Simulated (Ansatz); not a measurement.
`C[SiH](C)O[SiH3]`, relaxed with RKS PBE-D4/def2-SVP in Ansatz 0.2.0 from a rough embedded geometry. The force threshold is 0.03 eV/Å; the program also tests the step.

The species carries charge 0 and has multiplicity 1.

Start:

```xyz
15

C     1.429    1.239    1.110
Si    0.564   -0.057    0.214
C     0.898    0.093   -1.594
O    -1.111   -0.067    0.510
Si   -2.412   -1.000    0.374
H     1.328    1.214    2.185
H     1.087    2.270    0.789
H     2.513    1.254    0.876
H     1.142   -1.370    0.646
H     0.504    0.994   -2.032
H     1.979    0.029   -1.831
H     0.411   -0.767   -2.183
H    -3.560   -0.261    0.919
H    -2.563   -1.271   -1.079
H    -2.208   -2.300    1.096
```

Task: By how much does the energy fall, and how many steps does the optimiser take? (Best estimate.)

Result: Computed: 0.32 eV, in 6 steps.

Task: Which bonds change most? (Estimate.)

Result: The calculation gave: C1–Si2 from 1.797 to 1.877 Å; O4–Si5 from 1.607 to 1.669 Å; C3–H12 from 1.150 to 1.109 Å; Si2–C3 from 1.845 to 1.882 Å.

Task: Give the relaxed structure. (Estimate.)

Result: The calculation gave: 
```xyz
15

C     1.429    1.303    1.131
Si    0.638   -0.111    0.183
C     0.926    0.048   -1.670
O    -1.019   -0.062    0.502
Si   -2.400   -0.989    0.373
H     1.234    1.210    2.218
H     1.023    2.278    0.791
H     2.527    1.314    0.978
H     1.181   -1.434    0.669
H     0.517    1.006   -2.051
H     2.010    0.020   -1.904
H     0.438   -0.778   -2.228
H    -3.536   -0.232    0.999
H    -2.735   -1.265   -1.072
H    -2.232   -2.308    1.083
```
